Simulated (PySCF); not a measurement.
Y (SMILES [Y]), doublet (typed; the unrestricted solution is spin-contaminated) (core potentials on Y). Base run: PBE/def2-SVP in PySCF.

The PySCF input:
```python
from pyscf import gto, scf, dft

mol = gto.M(
    atom='''
Y     0.000000    0.000000    0.000000
''',
    basis='def2-svp',
    ecp={'Y': 'def2-svp'},
    charge=0,
    spin=1,
    verbose=4,
)

mf = dft.UKS(mol)
mf.xc = 'pbe'
mf.kernel()
```

The base run was repeated with changes; each row names its change, and settings that it needs were set with it.

```csv
change,basis functions,E (Eh),HOMO (eV)
base,31,-38.20988,-2.91
basis = Sapporo-DKH3-DZP-2012; relativity = none (without ecp={'Y': 'def2-svp'}),52,-3294.33151,-3.25
basis = cc-pVTZ-DK; relativity = spin-free X2C (without ecp={'Y': 'def2-svp'}),77,-3384.49710,-2.98
basis = cc-pVTZ-DK; relativity = spin-free X2C; nucleus = Gaussian (with nucmod='G'; without ecp={'Y': 'def2-svp'}),77,-3384.45489,-2.98
basis = Sapporo-DKH3-DZP-2012; relativity = spin-free X2C (without ecp={'Y': 'def2-svp'}),52,-3384.40381,-2.98
basis = cc-pVTZ-DK; relativity = none (without ecp={'Y': 'def2-svp'}),77,-3292.14676,-3.30
basis = jorge-DZP-DKH; relativity = spin-free X2C; nucleus = Gaussian (with nucmod='G'; without ecp={'Y': 'def2-svp'}),48,-3384.26127,-2.15
basis = jorge-DZP-DKH; relativity = none (without ecp={'Y': 'def2-svp'}),48,-3316.29303,-2.38
basis = Sapporo-DKH3-DZP-2012; relativity = spin-free X2C; nucleus = Gaussian (with nucmod='G'; without ecp={'Y': 'def2-svp'}),52,-3384.36832,-2.98
basis = jorge-DZP-DKH; relativity = spin-free X2C (without ecp={'Y': 'def2-svp'}),48,-3384.29575,-2.15
```

Totals shift with the method and basis; they matter in differences.

Open shells are given as the SCF converged; they aren't shown to be the lowest states, and a large step between rows can be another state.

Basis sets contracted for a relativistic Hamiltonian are a mismatch without it, so the rows without relativity aren't non-relativistic limits. No row has spin-orbit coupling; sets with core potentials leave out the core electrons.
